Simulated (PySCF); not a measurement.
# Electron correlation in Be (beryllium, neutral)

[He] 2s1 3s1, high-spin 3S determinant (an excited configuration). All numbers are calculated (PySCF 2.14, the non-relativistic Hamiltonian (point nucleus), in aug-cc-pCVDZ (5s4p2d, 27 functions)). Frozen: nothing; 4 electrons correlated.

| level | correlation energy (mhartree) |
| --- | --- |
| CCSD | -39.09 |
| (T) | -0.04 |
| CCSD(T) | -39.13 |
| CCSDT | -39.14 |

Diagnostics: T1 = 0.0084, D1 = 0.0239, largest double amplitude 0.057.

The outer electron is Rydberg-like, and this basis confines it to a smaller radius and binds it less than a complete one would.

Cost of the coupled-cluster step: about 0.15 core-seconds, for 4 correlated electrons.

Iterations:

```
CC2 = 0
CCSD nocc = (np.int64(3), np.int64(1)), nmo = (27, 27)
frozen orbitals [[], []]
max_cycle = 100
direct = 0
conv_tol = 1e-08
conv_tol_normt = 1e-06
diis_space = 8
diis_start_cycle = 0
Init t2, MP2 energy = -0.0328566349911882
Init E_corr(UCCSD) = -0.0328566349934092
cycle = 1  E_corr(UCCSD) = -0.0370195404899255  dE = -0.0041629055  norm(t1,t2) = 0.0309003
cycle = 2  E_corr(UCCSD) = -0.0379502106506732  dE = -0.000930670161  norm(t1,t2) = 0.0200268
cycle = 3  E_corr(UCCSD) = -0.0391549932746789  dE = -0.00120478262  norm(t1,t2) = 0.0132269
cycle = 4  E_corr(UCCSD) = -0.0390674898758203  dE = 8.75033989e-05  norm(t1,t2) = 0.00115493
cycle = 5  E_corr(UCCSD) = -0.0391099260682295  dE = -4.24361924e-05  norm(t1,t2) = 0.000513218
cycle = 6  E_corr(UCCSD) = -0.0390911556648636  dE = 1.87704034e-05  norm(t1,t2) = 8.29526e-05
cycle = 7  E_corr(UCCSD) = -0.0390921726585111  dE = -1.01699365e-06  norm(t1,t2) = 1.29112e-05
cycle = 8  E_corr(UCCSD) = -0.039092224843779  dE = -5.21852679e-08  norm(t1,t2) = 2.10982e-06
cycle = 9  E_corr(UCCSD) = -0.0390922020495773  dE = 2.27942018e-08  norm(t1,t2) = 3.05326e-07
cycle = 10  E_corr(UCCSD) = -0.0390922041058169  dE = -2.0562396e-09  norm(t1,t2) = 3.47038e-08
UCCSD converged
E(UCCSD) = -14.4146185821809  E_corr = -0.03909220410581687
UCCSD(T) correction = -4.32749114581758e-05
```
